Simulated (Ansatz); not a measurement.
## Relative stability

Two relaxed structures of CH3GeO (charge +1), closed shell (PBE0-D4/def2-TZVP; forces vanish, vibrations not checked).

A:

```
atom    x (Å)    y (Å)    z (Å)
  O1   0.2617  -2.2555   0.4817
  C2  -0.1554  -1.1054   0.3921
 Ge3  -0.3731   0.6297  -0.0725
  H4  -1.5744   0.7914  -0.9841
  H5   1.0494  -2.5025  -0.0580
  H6   0.0611   1.5436   1.0573
```

B:

```xyz
6
angstrom
O -0.2537 -1.3123 0.2030
C 0.7532 -0.9640 0.8066
Ge 0.2358 0.6852 -0.0021
H 1.3886 -1.6114 1.4239
H 0.6725 0.8632 -1.4428
H -0.8393 1.4574 0.7368
```

Computed with Ansatz 0.2.0 (basis: def2-TZVPP); correlated methods freeze the cores. Filled d shells of the heavier atoms are correlated. The def2 sets are not built for correlating such inner shells, so the correlated values are less sure here. B3LYP uses VWN-RPA correlation.

Question: Which structure is lower at CCSD(T), and by how much? (Judge from chemistry; the value comes from the calculation.)

Answer: The calculation gives: B, by 1.381 eV (electronic energy, against the other). By their contacts, A is CH₃GeO ([OH][C][GeH2]), total charge +1 and B is CH₃GeO ([CH]1[O][GeH2]1), total charge +1.

All methods give the same order:

| method | E(B) − E(A) (eV) |
| --- | --- |
| PBE-D4 | -1.294 |
| r2SCAN-D4 | -1.353 |
| PBE0-D4 | -1.376 |
| B3LYP-D4 | -1.316 |
| wB97M-V | -1.439 |
| HF | -1.511 |
| MP2 | -1.598 |
| CCSD | -1.412 |
| CCSD(T) | -1.381 |

No T1 diagnostic of these runs exceeds 0.021. The restricted Hartree–Fock reference is unstable towards an unrestricted one at one or more of these structures.

Labels in which every atom is bracketed show which atoms are joined, not bond orders.

For scale, one of the runs: CCSD(T)/def2-TZVPP, 152 basis functions, launched by `ansatz run in.yaml --threads 2 --pin off --events-out ev --progress --plain --max-ram 4352MiB`. The run took 27 s on 2 CPU threads of an Arm Neoverse V2 (shared host), with 1 GiB of host memory at its peak.
